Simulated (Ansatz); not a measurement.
Consider the formal exchange of groups at a B–S bond: `OB(O)S` + `Cc1cccs1` → `OB(O)c1cccs1` + CH₃SH.

Calculated with Ansatz (gas phase, PBE0-D4/def2-TZVP geometries, no zero-point term in ΔE). CBS: MP2 limit from def2 TZ/QZ plus the TZ coupled-cluster correction, frozen cores. This one scheme is used for every species. Functionals use def2-TZVPP. B3LYP here is the variant with VWN-RPA as its local correlation; programs differ in this. Each species was taken in one conformer, which may not be the lowest.

**Question.** Is it downhill or uphill in electronic energy at CCSD(T)/CBS, and by how much? (Estimate.)

**Answer.** Ansatz gave: Uphill: ΔE = +43.9 kJ/mol.

**Question.** What do these levels give: PBE0-D4, ωB97X-V, ωB97M-V, B2PLYP, PBE, r2SCAN, PBE0, B3LYP, HF/def2-TZVPP, CCSD/def2-TZVPP, SCS-MP2/def2-QZVPP, HF/CBS(def2)? (Best estimate.)

**Answer.** The calculation gave: PBE0-D4 45.7, ωB97X-V 45.5, ωB97M-V 44.3, B2PLYP 43.2, PBE 44.7, r2SCAN 45.6, PBE0 46.5, B3LYP 42.5, HF/def2-TZVPP 46.1, CCSD/def2-TZVPP 45.4, SCS-MP2/def2-QZVPP 43.7, HF/CBS(def2) 45.5 kJ/mol.

Largest T1 diagnostic among the species: 0.013.
